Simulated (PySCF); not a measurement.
## Radial density of Nd³⁵⁺ (neodymium, charge +35)

UHF, [Ar] 3d7, high-spin 4F determinant. Calculation: PySCF 2.14, in an even-tempered Gaussian basis (18 s from 5.6 bohr⁻², ratio 2.5; 13 p from 7.3 bohr⁻², ratio 2.5; 8 d from 7.3 bohr⁻², ratio 2.5; 4 f from 31 bohr⁻², ratio 2.7; 3 g from 47 bohr⁻², ratio 2.7); the spin-free X2C one-electron Hamiltonian (Gaussian nucleus).

| r (bohr) | 4πr²ρ (e/bohr) | 4πr²(ρα − ρβ) |
| --- | --- | --- |
| 0.0242 | 72.58 | 0.0181 |
| 0.0407 | 74.00 | 0.2345 |
| 0.0684 | 101.0 | 1.8924 |
| 0.115 | 71.95 | 8.2931 |
| 0.194 | 71.37 | 14.3101 |
| 0.326 | 35.84 | 5.5034 |
| 0.548 | 1.135 | 0.1725 |
| 0.921 | 0.001366 | 0.0003 |

Densities and radii are taken from the X2C orbitals without a picture-change correction, which distorts them close to the nucleus.

Spin-orbit coupling is strong in this species (close to jj coupling), so the high-spin LS determinant is a model state, not a physical level.
